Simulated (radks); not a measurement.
The numbers below are computed, except where a source is named.
Task: These are the eigenvalues of the occupied orbitals of an atom or ion with whole-number occupations (eV). Code: a radial shooting solver on a logarithmic mesh with Libxc functionals. Model: scalar-relativistic Kohn-Sham, SCAN, spin-polarised, spherical densities, finite nucleus; meta-GGA in the generalised Kohn-Sham scheme; Fermi nuclear charge, rms radius of each element as measured or else 0.836 A^(1/3) + 0.57 fm.

orbital  eigenvalue
1s        -14409.11
2s        -2752.333
2p        -2553.851
3s        -1049.582

Which element is it, and in what charge state? The configuration may be excited. Open shells, if any, are filled with parallel spins first.

Result: Z = 35, bromine, charge +23: Br23+ in [Ne] 3s2. The list shows which subshells hold electrons but not how many an open one holds; the 1s level, -529.53 hartree, gives Z - s = 32.5 by -(Z - s)^2/2, which with screening and relativity narrows Z to a few neighbours, and the depths of the outer levels then fix element, charge and occupations together.
